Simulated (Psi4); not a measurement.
CHF2NOSi (SMILES O=C=N[SiH](F)F), singlet, geometry from GFN2-xTB, atoms displaced at random by about 0.03 Å a coordinate; Psi4 with R2SCAN/6-31G, gradient.

Input for Psi4:
```
memory 2 GB

molecule {
0 1
Si   -0.91266487    0.06588032    0.28610321
F    -1.50687606   -1.33108665   -0.27826628
F    -1.59593135    1.14587794   -0.65241878
N     0.73745346   -0.04149899    0.01077508
C     1.95637758    0.00091760    0.13324706
O     3.07543220    0.05507273    0.20440002
H    -1.28679500    0.24837480    1.68437704
symmetry c1
no_reorient
no_com
}

set {
  basis 6-31g
}

gradient('r2scan')
print_variables()
```

What the program printed (banner, timings and long lists left out):

```
gradient() will perform analytic gradient computation.

   => Loading Basis Set <=

    Name: 6-31G
    Role: ORBITAL
    Keyword: BASIS

         ---------------------------------------------------------
                                   SCF
               by Justin Turney, Rob Parrish, Andy Simmonett
                          and Daniel G. A. Smith
                              RKS Reference
         ---------------------------------------------------------

  ==> Geometry <==

    Molecular point group: c1
    Full point group: C1

    Geometry (in Angstrom), charge = 0, multiplicity = 1:

       Center              X                  Y                   Z               Mass
    ------------   -----------------  -----------------  -----------------  -----------------
         SI          -0.912664870000     0.065880320000     0.286103210000    27.976926534650
         F           -1.506876060000    -1.331086650000    -0.278266280000    18.998403162730
         F           -1.595931350000     1.145877940000    -0.652418780000    18.998403162730
         N            0.737453460000    -0.041498990000     0.010775080000    14.003074004430
         C            1.956377580000     0.000917600000     0.133247060000    12.000000000000
         O            3.075432200000     0.055072730000     0.204400020000    15.994914619570
         H           -1.286795000000     0.248374800000     1.684377040000     1.007825032230

  Running in c1 symmetry.

  Rotational constants: A =      0.23678  B =      0.05016  C =      0.04387 [cm^-1]
  Rotational constants: A =   7098.38193  B =   1503.68760  C =   1315.14833 [MHz]
  Nuclear repulsion =  283.037428392761115

  Charge       = 0
  Multiplicity = 1
  Electrons    = 54
  Nalpha       = 27
  Nbeta        = 27

  ==> Algorithm <==

  SCF Algorithm Type is DF.
  DIIS enabled.
  MOM disabled.
  Fractional occupation disabled.
  Guess Type is SAD.
  Energy threshold   = 1.00e-08
  Density threshold  = 1.00e-08
  Integral threshold = 1.00e-12

  ==> Primary Basis <==

  Basis Set: 6-31G
    Blend: 6-31G
    Number of shells: 34
    Number of basis functions: 60
    Number of Cartesian functions: 60
    Spherical Harmonics?: false
    Max angular momentum: 1

  ==> DFT Potential <==

   => LibXC <=

    Version 7.1.2
    S. Lehtola, C. Steigemann, M. J. T. Oliveira, and M. A. L. Marques,  SoftwareX 7, 1–5 (2018) (10.1016/j.softx.2017.11.002)

   => Composite Functional: R2SCAN <=

    r2SCAN Meta-GGA XC Functional  (0.1021/acs.jpclett.0c02405)
    J. W. Furness, A. D. Kaplan, J. Ning, J. P. Perdew, J. Sun  J. Phys. Chem. Lett.  11, 8208–8215, 2020

    Deriv               =              1
    GGA                 =           TRUE
    Meta                =           TRUE

    Exchange Hybrid     =          FALSE
    MP2 Hybrid          =          FALSE

   => Exchange Functionals <=

    1.0000   XC_MGGA_X_R2SCAN

   => Correlation Functionals <=

    1.0000   XC_MGGA_C_R2SCAN

   => LibXC Density Thresholds  <==

    XC_MGGA_C_R2SCAN:  1.00E-15
    XC_MGGA_X_R2SCAN:  1.00E-11

   => Molecular Quadrature <=

    Radial Scheme          =       TREUTLER
    Pruning Scheme         =           NONE
    Nuclear Scheme         =       TREUTLER

    Blocking Scheme        =         OCTREE
    BS radius alpha        =              1
    Pruning alpha          =              1
    Radial Points          =             75
    Spherical Points       =            302
    Total Points           =         151528
    Total Blocks           =           1194
    Max Points             =            256
    Max Functions          =             56
    Weights Tolerance      =       1.00E-15

   => Loading Basis Set <=

    Name: (6-31G AUX)
    Role: JKFIT
    Keyword: DF_BASIS_SCF

  ==> Integral Setup <==

  SCF_SUBTYPE=INCORE selected. In-core MEM_DF algorithm will be used.
  Using in-core AOs.

  ==> MemDFJK: Density-Fitted J/K Matrices <==

    J tasked:                   Yes
    K tasked:                    No
    wK tasked:                   No
    Algorithm:                 Core
    Schwarz Cutoff:           1E-12
    Mask sparsity (%):       5.7778
    Fitting Condition:        1E-10

   => Auxiliary Basis Set <=

  Basis Set: (6-31G AUX)
    Blend: CC-PVDZ-JKFIT
    Number of shells: 165
    Number of basis functions: 560
    Number of Cartesian functions: 560
    Spherical Harmonics?: false
    Max angular momentum: 3

  Minimum eigenvalue in the overlap matrix is 3.3771006402E-03.
  Reciprocal condition number of the overlap matrix is 8.5135606588E-04.
    Using symmetric orthogonalization.

  ==> Pre-Iterations <==

  SCF Guess: Superposition of Atomic Densities via on-the-fly atomic UHF (no occupation information).

   -------------------------
    Irrep   Nso     Nmo
   -------------------------
     A         60      60
   -------------------------
    Total      60      60
   -------------------------

  ==> Iterations <==

                           Total Energy        Delta E     RMS |[F,P]|

   @DF-RKS iter SAD:  -657.30611847116018   -6.57306e+02   0.00000e+00
   @DF-RKS iter   1:  -657.33107240510935   -2.49539e-02   1.46246e-02 ADIIS/DIIS
   @DF-RKS iter   2:  -656.75743714175826    5.73635e-01   2.37109e-02 ADIIS/DIIS
   @DF-RKS iter   3:  -657.56275943408889   -8.05322e-01   6.01989e-03 ADIIS/DIIS
   @DF-RKS iter   4:  -657.60618587951717   -4.34264e-02   3.49603e-03 ADIIS/DIIS
   @DF-RKS iter   5:  -657.62376305014698   -1.75772e-02   4.66797e-04 ADIIS/DIIS
   @DF-RKS iter   6:  -657.62423127234172   -4.68222e-04   6.20609e-05 DIIS
   @DF-RKS iter   7:  -657.62423448743357   -3.21509e-06   5.07754e-05 DIIS
   @DF-RKS iter   8:  -657.62423776210596   -3.27467e-06   3.00357e-06 DIIS
   @DF-RKS iter   9:  -657.62423778134780   -1.92418e-08   1.31201e-06 DIIS
   @DF-RKS iter  10:  -657.62423778386130   -2.51350e-09   5.38888e-07 DIIS
   @DF-RKS iter  11:  -657.62423778427046   -4.09159e-10   2.31241e-08 DIIS
[...]

    Orbital Energies [Eh]
    ---------------------

    Doubly Occupied:

[...]
    Virtual:

[...]
    Final Occupation by Irrep:
              A
    DOCC [    27 ]
    NA   [    27 ]
    NB   [    27 ]

  @DF-RKS Final Energy:  -657.62423778427183

   => Energetics <=

    Nuclear Repulsion Energy =            283.0374283927611145
    One-Electron Energy =               -1470.3854143533164915
    Two-Electron Energy =                 592.8266907591014387
    DFT Exchange-Correlation Energy =     -63.1029425828178177
    Empirical Dispersion Energy =           0.0000000000000000
    VV10 Nonlocal Energy =                  0.0000000000000000
    Total Energy =                       -657.6242377842718270

Computation Completed

Properties will be evaluated at   0.000000,   0.000000,   0.000000 [a0]

Properties computed using the SCF density matrix

 Multipole Moments:

 ------------------------------------------------------------------------------------
     Multipole            Electronic (a.u.)      Nuclear  (a.u.)        Total (a.u.)
 ------------------------------------------------------------------------------------

 L = 1.  Multiply by 2.5417464519 to convert [e a0] to [Debye]
 Dipole X            :          1.1534676           -0.9174102            0.2360574
 Dipole Y            :          0.9405631           -0.6436116            0.2969515
 Dipole Z            :          1.2685249           -0.3330368            0.9354882
 Magnitude           :                                                    1.0094758

 ------------------------------------------------------------------------------------

         ------------------------------------------------------------
                                   SCF GRAD
                          Rob Parrish, Justin Turney,
                       Andy Simmonett, and Alex Sokolov
         ------------------------------------------------------------

  ==> Geometry <==

    Molecular point group: c1
    Full point group: C1

    Geometry (in Angstrom), charge = 0, multiplicity = 1:

       Center              X                  Y                   Z               Mass
    ------------   -----------------  -----------------  -----------------  -----------------
         SI          -0.912664870000     0.065880320000     0.286103210000    27.976926534650
         F           -1.506876060000    -1.331086650000    -0.278266280000    18.998403162730
         F           -1.595931350000     1.145877940000    -0.652418780000    18.998403162730
         N            0.737453460000    -0.041498990000     0.010775080000    14.003074004430
         C            1.956377580000     0.000917600000     0.133247060000    12.000000000000
         O            3.075432200000     0.055072730000     0.204400020000    15.994914619570
         H           -1.286795000000     0.248374800000     1.684377040000     1.007825032230

  Nuclear repulsion =  283.037428392761115

  ==> Basis Set <==

  Basis Set: 6-31G
    Blend: 6-31G
    Number of shells: 34
    Number of basis functions: 60
    Number of Cartesian functions: 60
    Spherical Harmonics?: false
    Max angular momentum: 1

  ==> DFJKGrad: Density-Fitted SCF Gradients <==

    Gradient:                    1
    J tasked:                  Yes
    K tasked:                   No
    wK tasked:                  No
    Integrals threads:           1
    Schwarz Cutoff:          1E-12
    Fitting Condition:       1E-10

   => Auxiliary Basis Set <=

  Basis Set: (6-31G AUX)
    Blend: CC-PVDZ-JKFIT
    Number of shells: 165
    Number of basis functions: 560
    Number of Cartesian functions: 560
    Spherical Harmonics?: false
    Max angular momentum: 3

  ==> DFT Potential <==

   => LibXC <=

    Version 7.1.2
    S. Lehtola, C. Steigemann, M. J. T. Oliveira, and M. A. L. Marques,  SoftwareX 7, 1–5 (2018) (10.1016/j.softx.2017.11.002)

   => Composite Functional: R2SCAN <=

    r2SCAN Meta-GGA XC Functional  (0.1021/acs.jpclett.0c02405)
    J. W. Furness, A. D. Kaplan, J. Ning, J. P. Perdew, J. Sun  J. Phys. Chem. Lett.  11, 8208–8215, 2020

    Deriv               =              1
    GGA                 =           TRUE
    Meta                =           TRUE

    Exchange Hybrid     =          FALSE
    MP2 Hybrid          =          FALSE

   => Exchange Functionals <=

    1.0000   XC_MGGA_X_R2SCAN

   => Correlation Functionals <=

    1.0000   XC_MGGA_C_R2SCAN

   => LibXC Density Thresholds  <==

    XC_MGGA_C_R2SCAN:  1.00E-15
    XC_MGGA_X_R2SCAN:  1.00E-11

   => Molecular Quadrature <=

    Radial Scheme          =       TREUTLER
    Pruning Scheme         =           NONE
    Nuclear Scheme         =       TREUTLER

    Blocking Scheme        =         OCTREE
    BS radius alpha        =              1
    Pruning alpha          =              1
    Radial Points          =             75
    Spherical Points       =            302
    Total Points           =         151528
    Total Blocks           =           1194
    Max Points             =            256
    Max Functions          =             56
    Weights Tolerance      =       1.00E-15

  -Total Gradient:
     Atom            X                  Y                   Z
    ------   -----------------  -----------------  -----------------
       1       -0.015673297328     0.023281305319    -0.035260101382
       2        0.017734332878     0.037585153909     0.010599042929
       3        0.025850518330    -0.050737125139     0.036297218956
       4       -0.048055773046    -0.005362310264    -0.008349265818
       5        0.176141393536     0.004882282622     0.017392498024
       6       -0.155897382914    -0.005141329303    -0.010669583953
       7        0.001071726013    -0.003869353285    -0.009332527889

  Variable Map:
  ----------------------------------------------------------------------------
[...]
  Array Variable Map:
  ----------------------------------------------------------------------------
[...]
[...]
```
